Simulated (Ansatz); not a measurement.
C2H7GaSi (`C1[CH2][GaH][SiH2]1`). Charge 0, multiplicity 1. Geometry: relaxed with PBE0-D4/def2-TZVP.

```xyz
11

C    -0.326    0.071    0.980
C    -0.559   -1.102   -0.001
Ga   -0.127   -0.128   -1.708
Si    0.919    1.168    0.029
H    -1.249    0.648    1.104
H    -0.012   -0.242    1.980
H     0.211   -1.872    0.130
H    -1.525   -1.600    0.109
H    -0.523   -0.294   -3.218
H     2.320    0.717    0.292
H     0.871    2.634    0.303
```

Question: What is the dipole moment at PBE/def2-TZVPP? (Estimate.)

Answer: The calculation gave: 0.80 D, with components (-0.56, -0.57, -0.01) D in this frame, pointing from negative to positive charge.

Question: And with r2SCAN, B3LYP, ωB97M-V? (Best estimate.)

Answer: Ansatz gave: r2SCAN 0.76 D, B3LYP 0.70 D, ωB97M-V 0.71 D.

Question: Give the Mulliken charges with PBE, ωB97M-V, B3LYP in def2-TZVPP. (Best estimate.)

Answer: Computed: 
```csv
atom,PBE,ωB97M-V,B3LYP
C1,-0.19,-0.30,-0.23
C2,-0.27,-0.39,-0.29
Ga3,0.18,0.21,0.20
Si4,0.07,0.08,0.15
H5,0.09,0.12,0.09
H6,0.08,0.10,0.08
H7,0.09,0.12,0.08
H8,0.09,0.12,0.09
H9,-0.02,0.01,-0.03
H10,-0.06,-0.03,-0.07
H11,-0.07,-0.03,-0.08
```

B3LYP here is the variant with VWN-RPA as its local correlation; programs differ in this.
